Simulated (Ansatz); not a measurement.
`COC(=O)C(C)(C)C` → 6 C• + 12 H• + 2 O•  (atomization)

Program: Ansatz. Geometries: PBE0-D4/def2-TZVP. ΔE: electronic, gas phase. CCSD(T)/CBS is the MP2 limit (def2-TZVPP, def2-QZVPP) plus CCSD(T) − MP2 in def2-TZVPP, frozen cores. This one scheme is used for every species, atoms too. For atomizations the MP2-based limit and the directly extrapolated one differ by several kJ/mol either way, and by 10 to 25 for some Ge, Se and Sn compounds, so smaller differences from it don't rank the levels. DFT in def2-TZVPP. B3LYP here is the variant with VWN-RPA as its local correlation; programs differ in this. HSE06 is defined as in plane-wave codes. Open shells (•) are unrestricted, without spin–orbit coupling. Spin–orbit coupling would lower the free atoms: a little for C, O.

```
             level  ΔE (kJ/mol)  difference from CCSD(T)/CBS
       LDA (SPW92)       9489.2                       1237.9
            PBE-D4       8458.5                        207.2
         revPBE-D4       8259.0                          7.7
           BLYP-D4       8243.3                         -8.0
         r2SCAN-D4       8285.0                         33.7
            B97M-V       8264.5                         13.2
           PBE0-D4       8308.1                         56.8
          B3LYP-D4       8251.7                          0.4
        r2SCANh-D4       8235.8                        -15.5
          BHLYP-D4       8007.6                       -243.7
      CAM-B3LYP-D4       8295.6                         44.3
           ωB97X-V       8269.3                         18.0
           ωB97M-V       8280.0                         28.7
            B2PLYP       8173.8                        -77.5
          PBE-QIDH       8235.1                        -16.2
               PBE       8413.8                        162.5
            revPBE       8111.1                       -140.2
              BLYP       8145.2                       -106.1
            r2SCAN       8272.7                         21.4
              PBE0       8270.2                         18.9
             B3LYP       8181.4                        -69.9
           r2SCANh       8223.0                        -28.3
           r2SCAN0       8151.8                        -99.5
             HSE06       8278.6                         27.3
             BHLYP       7959.0                       -292.3
         CAM-B3LYP       8257.8                          6.5
           LC-ωPBE       8256.6                          5.3
       HF/def2-SVP       6177.2                      -2074.1
     CCSD/def2-SVP       7856.5                       -394.8
  CCSD(T)/def2-SVP       7942.2                       -309.1
     HF/def2-TZVPP       6060.1                      -2191.2
    MP2/def2-TZVPP       8206.8                        -44.5
SCS-MP2/def2-TZVPP       8150.6                       -100.7
   CCSD/def2-TZVPP       7944.1                       -307.2
     HF/def2-QZVPP       6066.7                      -2184.6
    MP2/def2-QZVPP       8315.0                         63.7
SCS-MP2/def2-QZVPP       8272.4                         21.1
      HF/CBS(def2)       6067.9                      -2183.4
     MP2/CBS(def2)       8391.4                        140.1
    CCSD/CBS(def2)       8128.7                       -122.6
       CCSD(T)/CBS       8251.3                            0
```

Largest T1 diagnostic among the species: 0.013.

The D4 term adds +70.3 kJ/mol with B3LYP and +37.9 kJ/mol with PBE0; it sums over pairs of atoms, weighted by their polarisabilities, and B3LYP, whose exchange is more repulsive, gets the larger term. Leaving LDA and LC-ωPBE aside and taking each functional with its dispersion term where it has one, the values spread over 451.0 kJ/mol, from BHLYP-D4 to PBE-D4. LDA lies +1075.4 kJ/mol from PBE without D4, its usual overbinding. At CCSD(T), def2-SVP lies −309.1 kJ/mol from the extrapolated value and def2-TZVPP −184.6 kJ/mol: correlation converges slowly with the basis, and small sets miss more of it in the bonded molecule than in its fragments.
